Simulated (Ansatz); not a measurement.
A nudged elastic band was laid between two geometries of Cl2F3HOW + ClH (10 atoms, charge 0, multiplicity 1).

Theory: RKS PBE/def2-SVP (Ansatz 0.2.0).

```
movable images  : 7
climbing image  : yes
spring          : 5.0 eV/Å²
optimiser       : quadratic models (default)
start path      : through a guess of the saddle point
force threshold : 0.03 eV/Å
iteration limit : 60
end points      : relaxed
```

Image 0:

```xyz
10
Properties=species:S:1:pos:R:3
W -0.044 0.063 -0.417
F 0.182 -0.133 1.456
Cl 2.228 0.064 -0.707
O -0.124 1.930 -0.235
H -0.854 2.548 -0.033
F -1.916 0.146 -0.148
Cl -0.302 -2.230 -0.546
F -0.304 0.162 -2.267
Cl 2.322 -2.160 2.821
H 1.350 -1.323 2.604
```

Image 8:

```xyz
10
Properties=species:S:1:pos:R:3
W 0.047 -0.425 -0.646
F 0.672 1.231 2.726
Cl 2.219 -0.135 -1.377
O 0.076 1.139 0.313
H 0.279 1.414 1.278
F -1.768 -0.710 -0.231
Cl 0.108 -2.624 -1.371
F -0.566 0.301 -2.253
Cl 0.707 -1.396 1.485
H 0.766 0.271 2.604
```

What changes between the two ends?

Bonds broken: W1–F2, Cl9–H10. Bonds formed: W1–Cl9, F2–H10. Cl2F3HOW + ClH becomes Cl3F2HOW + FH.

What energy profile does the band end with?

It converged. The highest image is number 3 of 0 to 8, 83.0 kJ/mol above the first end and 84.5 kJ/mol above the last; the last end lies 1.4 kJ/mol below the first. A vibrational analysis at the climbing image gives one clearly imaginary mode, 255i cm⁻¹: a first-order saddle point. The orbitals stay closed-shell, which can raise the energy where a bond breaks towards radicals; this wasn't checked here.

```tsv
image	path coordinate (Å)	energy (kJ/mol)	W1–F2 (Å)	Cl9–H10 (Å)	W1–Cl9 (Å)
0	0.00	0.0	1.90	1.30	4.58
1	1.29	1.8	1.89	1.30	4.55
2	2.58	24.9	1.90	1.30	3.80
3	3.87	83.0	2.11	1.49	2.74
4	4.76	81.3	2.61	2.06	2.43
5	5.65	69.6	3.41	2.14	2.36
6	6.54	49.2	3.88	2.21	2.34
7	7.43	30.2	3.88	2.19	2.37
8	8.32	-1.4	3.81	2.01	2.43
```

What is the geometry of the highest image?


```xyz
10
Properties=species:S:1:pos:R:3:forces:R:3
W 0.162 -0.159 -0.046 0.00 0.00 0.00
F 0.613 0.503 1.907 0.00 0.01 0.00
Cl 2.410 0.097 -0.415 0.00 0.00 0.00
O -0.238 1.696 0.044 0.01 0.00 0.01
H -0.570 2.085 -0.794 0.00 0.00 -0.01
F -1.449 -0.617 0.791 0.00 0.00 0.00
Cl 0.070 -2.201 -1.190 0.00 0.00 0.00
F -0.390 0.306 -1.811 0.00 0.00 0.00
Cl 1.025 -2.024 1.773 0.00 0.01 0.01
H 0.907 -0.620 2.269 0.00 -0.02 0.00
```

What are the harmonic wavenumbers there?

255i, 35, 112, 138, 147, 176, 194, 218, 229, 261, 303, 334, 384, 436, 497, 556, 597, 666, 681, 796, 829, 934, 1407, 3651 cm⁻¹.

The run took 14 min on 4 threads of Arm Neoverse V1, with other jobs on the host, peak memory 0.29 GiB.
